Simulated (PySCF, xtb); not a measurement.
C2H6O2Te, SMILES O([Te]OC)C.

GFN2-xTB (xtb 6.7.1) at its own geometry gives an orbital gap of 3.78 eV and a dipole moment of 0.26 D.

Coordinates come from a PBE0-D3(BJ)/def2-SVP optimisation. The def2 effective core potentials stand for the cores of Te; spin–orbit coupling is left out. The values are those of a single conformer.

### Question
What does M06-2X/def2-TZVP (PySCF) give? (An estimate is asked for; the answer gives what the named calculation found.)

### Answer
gap 6.62 eV (levels -7.39 and -0.77 eV), dipole 0.44 D.
